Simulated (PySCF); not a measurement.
B₂O₂, SMILES O=BB=O.

Coordinates come from a PBE0-D3(BJ)/def2-TZVP optimisation. One conformer was computed; it need not be the lowest.

Calculation: PySCF 2.14.0 with TDA-B3LYP/def2-SVPD.

Vertical excitations; the highest root listed may be one member of a degenerate set. The molecule is in vacuum. State labels are in the subgroup D2h.

| state | symmetry | energy (eV) | λ (nm) | f | main pairs |
|---|---|---|---|---|---|
| S1 | Au | 6.43 | 193 | 0.000 | HOMO−1→LUMO 50 %, HOMO→LUMO+1 50 % |
| S2 | B1u | 6.59 | 188 | 0.000 | HOMO→LUMO, HOMO−1→LUMO+1 (degenerate set) |
| S3 | Au | 6.59 | 188 | 0.000 | HOMO→LUMO+1, HOMO−1→LUMO (degenerate set) |
| S4 | B1g | 6.96 | 178 | 0.000 | HOMO−2→LUMO 49 %, HOMO−3→LUMO+1 49 % |
| S5 | Ag | 7.15 | 173 | 0.000 | HOMO−3→LUMO, HOMO−2→LUMO+1 (degenerate set) |
| S6 | B1g | 7.15 | 173 | 0.000 | HOMO−3→LUMO+1, HOMO−2→LUMO (degenerate set) |
| S7 | B2u | 8.17 | 152 | 0.002 | HOMO−4→LUMO (degenerate set) |
| S8 | B3u | 8.17 | 152 | 0.002 | HOMO−4→LUMO+1 (degenerate set) |
| S9 | B3g | 8.51 | 146 | 0.000 | HOMO−5→LUMO (degenerate set) |
| S10 | B2g | 8.51 | 146 | 0.000 | HOMO−5→LUMO+1 (degenerate set) |
| T1 | B1u | 5.60 | 221 | 0 | HOMO→LUMO 48 %, HOMO−1→LUMO+1 48 % |
| T2 | B1u | 5.95 | 209 | 0 | HOMO−1→LUMO+1, HOMO→LUMO (degenerate set) |
| T3 | Au | 5.95 | 209 | 0 | HOMO−1→LUMO, HOMO→LUMO+1 (degenerate set) |
| T4 | Ag | 6.05 | 205 | 0 | HOMO−3→LUMO 47 %, HOMO−2→LUMO+1 47 % |
Triplets are in the Tamm–Dancoff approximation.
